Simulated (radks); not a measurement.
Ionisation of the tantalum ion Ta+, [Xe] 4f14 5d3 6s1, to [Xe] 4f14 5d3 as the strength of local exchange is varied. All-electron calculation, scalar-relativistic Kohn-Sham, Slater X-alpha exchange (alpha = 2/3 is LDA exchange), no correlation, spin-unpolarised, spherical densities, point nucleus. Program: a radial shooting solver on a logarithmic mesh with Libxc functionals.

\begin{tabular}{lrrrrr}
alpha & E(Ta+) (hartree) & exchange (hartree) & IE (eV) & -e of the level emptied (eV) & <r> of it (bohr) \\ \hline
0.57 & -15544.1818 & -254.1387 & 13.642 & 10.286 (6s) & 3.151 \\
0.667 & -15587.7036 & -298.2904 & 14.284 & 10.900 (6s) & 3.093 \\
0.795 & -15645.3364 & -356.9517 & 15.155 & 11.744 (6s) & 3.017 \\
0.825 & -15658.8773 & -370.7660 & 15.364 & 11.947 (6s) & 2.999 \\
0.998 & -15737.2083 & -450.9126 & 16.593 & 13.155 (6s) & 2.901 \\
1.031 & -15752.1975 & -466.2943 & 16.833 & 13.392 (6s) & 2.883 \\
1.033 & -15753.1065 & -467.2275 & 16.847 & 13.407 (6s) & 2.882 \\
\end{tabular}

NIST Atomic Spectra Database: 16.2 +/- 0.5 eV (semi-empirical). The Delta-SCF value meets it near alpha = 0.94. Spin polarisation and multiplet splitting are left out, so open shells lie too high by an amount that depends on their filling. Spin-orbit splitting is averaged out at the scalar-relativistic level.

Beside tabulated values, note that spin-unpolarised runs miss the spin-polarisation part of the exchange energy of open shells.
